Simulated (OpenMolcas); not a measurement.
# What dynamic correlation does to the levels of neutral praseodymium

```
Program             : OpenMolcas
Basis               : ANO-RCC-VTZP [8s7p5d3f2g1h]
Scalar Hamiltonian  : DKH2, point nucleus
Active space        : 3 electrons in 7 orbitals (4f)
State averaging     : 2S+1 = 4 odd, 35 roots; 2S+1 = 2 odd, 112 roots (89 in the spin-orbit step)
Spin-orbit coupling : state interaction with AMFI integrals over the reference wave functions, term energies averaged over their components
```

Methods on the same reference wave functions:
A. CASSCF
B. SS-CASPT2, IPEA 0.25 Eh, imaginary shift 0.1 Eh (closed shells correlated: 5s 5p 6s)
C. MS-CASPT2, IPEA 0.25 Eh, imaginary shift 0.1 Eh (closed shells correlated: 5s 5p 6s)
D. XMS-CASPT2, IPEA 0.25 Eh, imaginary shift 0.1 Eh (closed shells correlated: 5s 5p 6s)

Energies in cm⁻¹ above 4f³ 6s² ⁴I°_9/2, the measured ground level; measured values from NIST Handbook of Basic Atomic Spectroscopic Data.

```json
{"Level": "4f³ 6s² ⁴I°_9/2", "A": "0.0", "B": "0.0", "C": "0.0", "D": "0.0", "Measured": "0.0"}
{"Level": "4f³ 6s² ⁴I°_11/2", "A": "1455", "B": "1535", "C": "1535", "D": "1488", "Measured": "1377"}
{"Level": "4f³ 6s² ⁴I°_13/2", "A": "3051", "B": "3160", "C": "3160", "D": "3090", "Measured": "2847"}
{"Level": "4f³ 6s² ⁴I°_15/2", "A": "4753", "B": "4840", "C": "4840", "D": "4780", "Measured": "4381"}
{"Level": "4f³ 6s² ⁴F°_3/2", "A": "13375", "B": "11330", "C": "11290", "D": "12090", "Measured": ""}
{"Level": "4f³ 6s² ²H°_9/2(1)", "A": "13454", "B": "9130", "C": "9130", "D": "11220", "Measured": ""}
{"Level": "4f³ 6s² ⁴F°_5/2", "A": "14175", "B": "12230", "C": "12190", "D": "12940", "Measured": ""}
{"Level": "4f³ 6s² ⁴S°_3/2", "A": "14866", "B": "12500", "C": "12760", "D": "13680", "Measured": ""}
{"Level": "4f³ 6s² ⁴F°_7/2 [64 %]", "A": "14959", "B": "12660", "C": "12630", "D": "13630", "Measured": ""}
{"Level": "4f³ 6s² ⁴F°_9/2 [66 %]", "A": "15776", "B": "13300", "C": "13270", "D": "14350", "Measured": ""}
{"Level": "4f³ 6s² ²H°_11/2(1)", "A": "15876", "B": "11440", "C": "11440", "D": "13620", "Measured": ""}
{"Level": "4f³ 6s² ²G°_7/2 [62 %]", "A": "18421", "B": "14360", "C": "14350", "D": "16030", "Measured": ""}
{"Level": "4f³ 6s² ²K°_13/2", "A": "20221", "B": "16440", "C": "16440", "D": "17580", "Measured": ""}
{"Level": "4f³ 6s² ²G°_9/2 [60 %]", "A": "20479", "B": "16560", "C": "16550", "D": "18190", "Measured": ""}
{"Level": "4f³ 6s² ⁴G°_5/2", "A": "20484", "B": "18140", "C": "18140", "D": "18430", "Measured": ""}
{"Level": "4f³ 6s² ⁴G°_7/2", "A": "21504", "B": "19080", "C": "19080", "D": "19430", "Measured": ""}
{"Level": "4f³ 6s² ²K°_15/2", "A": "21852", "B": "18090", "C": "18090", "D": "19210", "Measured": ""}
{"Level": "4f³ 6s² ⁴G°_9/2", "A": "22608", "B": "20150", "C": "20150", "D": "20520", "Measured": ""}
{"Level": "4f³ 6s² ⁴G°_11/2", "A": "23712", "B": "21290", "C": "21290", "D": "21640", "Measured": ""}
{"Level": "4f³ 6s² ²P°_1/2", "A": "25072", "B": "19610", "C": "19610", "D": "21780", "Measured": ""}
{"Level": "4f³ 6s² ²D°_5/2(1)", "A": "25287", "B": "20140", "C": "20140", "D": "22370", "Measured": ""}
{"Level": "4f³ 6s² ²I°_11/2", "A": "31790", "B": "26570", "C": "26570", "D": "28020", "Measured": ""}
{"Level": "4f³ 6s² ²L°_15/2", "A": "32413", "B": "28210", "C": "28210", "D": "28540", "Measured": ""}
```

Deviations, from unrounded energies. A percentage is the sum of absolute deviations over the sum of measured energies, with the sign that they share, or ± where signs differ.

| Against measurement | Levels | A | B | C | D |
| --- | --- | --- | --- | --- | --- |
| mean absolute deviation (cm-1) | 3 | 220 | 310 | 310 | 250 |
| fine structure of the ground term (%) | 3 | +7.6 | +10.9 | +10.9 | +8.8 |

A lies closest to measurement on these levels and C furthest from it. The largest miss of A in the table is 4f³ 6s² ⁴I°_15/2, by +370 cm-1. The ranking rests on the paired levels alone, and a cruder setting can come out closer through cancelling errors.

Among B to D the level of the table that moves most is 4f³ 6s² ²D°_5/2(1), by 2200 cm-1 (lowest in C, highest in D). Moves below CASPT2's spread within the term are not significant.

The mean deviations of B to D differ by less than CASPT2's widest spread within a term (2500 cm-1), so their order carries little weight.

From A to B the spin-free energies of the other terms of 4f³ 6s² shown, above ⁴I°, scale by factors of 0.62 to 0.87.

The lowest spin-free term lies below A's lowest term by 0.379 hartree in B, 0.379 hartree in C, 0.392 hartree in D.

CASPT2 breaks the degeneracy within a term, and the mean is taken; among the terms shown or strongly mixed into the levels shown the widest spread is 2500 cm-1 (4f³ 6s² ²L°, C). Over all roots computed the reference weight is 0.80 to 0.85 in B, 0.80 to 0.85 in C; the roots of lowest weight are the least certain, and an intruder state may touch them. High states are left out of the spin-orbit mixing, which shifts the levels that they would mix with. With the s shell closed, the reference lacks s² → p² mixing. The CASPT2 spread within a term exceeds the gap to the next term for 4f³ 6s² ²P° and 4f³ 6s² ⁴G°, 4f³ 6s² ⁴G° and 4f³ 6s² ²D°(1), 4f³ 6s² ²I° and 4f³ 6s² ²L° and others, so the order of their levels is uncertain, and so are names and mixing where such terms share a J (figures for B; the like holds for C, D). Without dynamic correlation excited terms often stand tens of per cent too high (terms of higher spin than the ground term too low), and those without a measured partner can miss by more than the paired ones (holds for A). Blocks of more than 70 roots (2S+1 = 2 odd) ran without multistate coupling (holds for C). Measured partners are found by configuration, term and J. A level has none where our copy of the source lacks it or the pairing is in doubt (some pairs that miss far off the trend of their configuration count as doubtful), and it then counts in no deviation. Only configurations of the active space appear. Levels that lie high or do not pair safely by name in every column are left out.

A share in square brackets marks a mixed level and gives the weight of the term that names it, the lowest over the columns. A number in round brackets counts repeated terms of one configuration in the order of the reference energies. ° marks odd parity.
